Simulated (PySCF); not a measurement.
Si(I)2(Me)(OH) (CH4I2OSi), SMILES I[Si](C)(I)O.

Geometry optimised at B3LYP-D3(BJ)/def2-SVP. The structure was generated by enumeration, and PubChem lists no compound with its InChIKey, so it may never have been made. The def2 effective core potentials stand for the cores of I; spin–orbit coupling is left out. Other conformers were not sampled.

These are PBE/def2-TZVP (PySCF) values and carry that method's errors.

Isolated molecule, no solvent.

The total energy is -1000.55122 hartree. The point group is Cs, the highest occupied level is -6.33 eV and the lowest empty level is -1.98 eV. The orbital gap comes out as 4.35 eV and the dipole moment is 0.205 e·Å. The quadrupole, principal values (traceless, Buckingham form, about the centre of nuclear charge) is -4.33, -2.59, 6.92 D·Å and the mean static polarisability comes out as 108.8 bohr³ (16.12 Å³). The polarisability, principal values comes out as 86.2, 104.6, 135.5 bohr³.
